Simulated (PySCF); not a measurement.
How methods differ on the excitation energy of Xe

Xe [Xe] (1S) → Xe [Kr] 4d10 5s1 5p6 5d1 (3D), as a difference of total energies. Computed with PySCF 2.14 in aug-cc-pwCVDZ-PP with ECP28MDF, with a scalar-relativistic core potential. Correlated levels: valence: 4s2 4p6 4d10 frozen; valence and next inner shell: nothing frozen outside the core potential. The calculations carry no spin-orbit coupling.

```tsv
method	excitation energy (eV)
UHF	26.384
LDA	23.923
PBE	23.611
PBE0	24.411
r2SCAN	24.315
wB97X	24.935
B3LYP	24.366
r2SCAN0	24.875
PBEsol	23.696
MP2 (valence)	25.345
SCS-MP2 (valence)	25.077
MP2 (valence and next inner shell)	25.180
SCS-MP2 (valence and next inner shell)	24.920
```

**Question.** How much does correlation contribute at MP2 (valence and next inner shell)?

**Answer.** 25.180 − (26.384) = -1.204 eV, measured against UHF.

The upper state lies above the first ionisation limit, where it may autoionise and the basis confines it.

The promoted electron is Rydberg-like, and one or two diffuse shells describe it only roughly, which tends to raise the upper state.

In the upper state the promoted electron has a positive orbital energy at LDA, PBE, PBE0, r2SCAN, B3LYP, r2SCAN0, PBEsol, so the basis confines it.
